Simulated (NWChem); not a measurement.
# C₂H₅B; SMILES BC=C

```xyz
8

B      0.1874     1.3508     0.0002
H      1.3977     1.4055    -0.0049
H     -0.4487     2.3798     0.0071
C     -0.4981    -0.0303    -0.0012
C      0.2304    -1.1631     0.0002
H     -1.5911    -0.1271    -0.0015
H     -0.2210    -2.1625     0.0017
H      1.3257    -1.1249     0.0005
```
Atoms are numbered in this order, from 1.

STO-3G and 3-21G are far too small for this property and stand as cheap habits. Coordinates come from a PBE0/def2-SVP optimisation.

Give the principal values of the shielding tensors (ppm) of B1, C4, C5 from Hartree-Fock/STO-3G, GIAO (NWChem), with their diamagnetic and paramagnetic parts as GIAO splits them.


```json
[
 {"atom": "B1", "σ11": "16.4", "σ22": "17.7", "σ33": "158.6", "isotropic": "64.2", "diamagnetic": "195.9", "paramagnetic": "-131.7"},
 {"atom": "C4", "σ11": "-5.1", "σ22": "116.2", "σ33": "239.8", "isotropic": "117.0", "diamagnetic": "252.5", "paramagnetic": "-135.5"},
 {"atom": "C5", "σ11": "-23.6", "σ22": "117.5", "σ33": "215.3", "isotropic": "103.1", "diamagnetic": "253.4", "paramagnetic": "-150.3"}
]
```
